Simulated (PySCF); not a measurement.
## A PySCF run on TcH

State: ⁷Σ⁺ (septet), unpaired electrons σ ↑↑, π ↑↑, δ ↑↑, a second solution, started from another occupation.

An equivalent input (the run itself took its basis sets from the Basis Set Exchange, started from a PBE0 density and held the occupation σ 5α 3β, πx 2α 1β, πy 2α 1β, δx 1α 0β, δy 1α 0β):

```python
from pyscf import gto, dft
mol = gto.M(atom='Tc 0 0 0; H 0 0 1.643', basis={'Tc': 'def2-TZVPP', 'H': 'def2-TZVPP'}, ecp={'Tc': 'def2-TZVPP'},
            charge=0, spin=6, verbose=4, symmetry='C2v')
mf = dft.UKS(mol, xc='PBE0')
mf.grids.atom_grid = (80, 434)
mf.grids.prune = dft.gen_grid.treutler_prune
mf.irrep_nelec = {'A1': (6, 3), 'A2': (1, 0), 'B1': (2, 1), 'B2': (2, 1)}
mf.conv_tol = 1e-9
mf.max_cycle = 60
mf.diis_space = 10
mf.kernel()
```

The log (some set-up lines and the per-cycle HOMO/LUMO lines removed):

```
******** <class 'pyscf.dft.uks_symm.SymAdaptedUKS'> ********
method = SymAdaptedUKS
damping factor = 0
level_shift factor = 0
DIIS = <class 'pyscf.scf.diis.CDIIS'>
diis_start_cycle = 1
diis_space = 10
diis_damp = 0
SCF conv_tol = 1e-09
SCF conv_tol_grad = None
SCF max_cycles = 60
number electrons alpha = 11  beta = 5
Set gradient conv threshold to 3.16228e-05
init E= -81.2764283951709
cycle= 1 E= -81.2702244945054  delta_E= 0.0062  |g|= 0.00468  |ddm|= 0.0257
cycle= 2 E= -81.2702340459944  delta_E= -9.55e-06  |g|= 0.00403  |ddm|= 0.0076
cycle= 3 E= -81.2702407982012  delta_E= -6.75e-06  |g|= 0.000588  |ddm|= 0.00304
cycle= 4 E= -81.2702413706654  delta_E= -5.72e-07  |g|= 0.000275  |ddm|= 0.00162
cycle= 5 E= -81.2702414528037  delta_E= -8.21e-08  |g|= 0.00015  |ddm|= 0.000478
cycle= 6 E= -81.2702414717677  delta_E= -1.9e-08  |g|= 2.04e-05  |ddm|= 0.000294
cycle= 7 E= -81.2702414725771  delta_E= -8.09e-10  |g|= 6.42e-06  |ddm|= 6.78e-05
Extra cycle  E= -81.2702414726146  delta_E= -3.75e-11  |g|= 5.07e-06  |ddm|= 2.02e-05
converged SCF energy = -81.2702414726146  <S^2> = 12.003702  2S+1 = 7.0010575
```

Repeating this along the bond gives Re = 1.792 Å and ωe = 1559 cm⁻¹.

A point of this curve took 1.1 CPU seconds beside 0.18 for the integrals, on Intel Xeon Platinum 8488C (shared host).

Spin–orbit coupling is left out.
